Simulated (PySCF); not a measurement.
Molecule: SMILES [O-]S(=O)(=O)COC(F)F, [C2H3F2O4S]-.

Bonds (- single, = double, # triple, : aromatic): O1=S2, S2=O3, S2-O4, S2-C5, C5-O6, O6-C7, C7-F8, C7-F9. C5 carries H10, H11; C7 carries H12. Formal charges: O4 -1.

Total charge -1.

Frames of a GFN2-xTB Langevin trajectory at 300 K; GIAO PBE0/pcSseg-1 shieldings in PySCF, gas phase, non-relativistic; equivalent atoms averaged within each frame.

Shifts are taken against calculated references (same method and geometry level): 17O (336.08 ppm) against H2O; CS2 for 33S (503.73 ppm); 13C (186.93 ppm), 1H (31.72 ppm) vs TMS; 19F (170.95 ppm) against CFCl3. The references are static minima.

Problem. How do the shifts (ppm) fluctuate along the trajectory?

Solution. 
| time (fs) | O1/O3/O4 | O6 | S2 | C7 | C5 | F8/F9 | H12 | H10/H11 |
| --- | --- | --- | --- | --- | --- | --- | --- | --- |
| 250 | 228.7 | 110.9 | 293 | 119.9 | 86.7 | -122.9 | 8.04 | 4.26 |
| 425 | 231.9 | 102.2 | 296 | 123.2 | 87.8 | -98.2 | 7.72 | 4.61 |
| 625 | 233.2 | 140.9 | 299 | 142.2 | 85.8 | -86.8 | 8.87 | 4.69 |
| 800 | 231.9 | 117.9 | 298 | 127.1 | 92.9 | -103.4 | 8.26 | 4.73 |
| 1000 | 249.3 | 119.4 | 326 | 126.9 | 88.2 | -96.3 | 8.81 | 4.19 |
| mean of frames | 235.0 | 118.3 | 303 | 127.9 | 88.3 | -101.5 | 8.34 | 4.49 |
| standard deviation | 8.2 | 14.4 | 13 | 8.6 | 2.7 | 13.4 | 0.50 | 0.25 |

5 frames give an uncertainty of the mean of about the standard deviation over 2.2 at best, since frames this close in time may not be independent; classical motion lacks zero-point vibration, and the reference would need the same averaging.
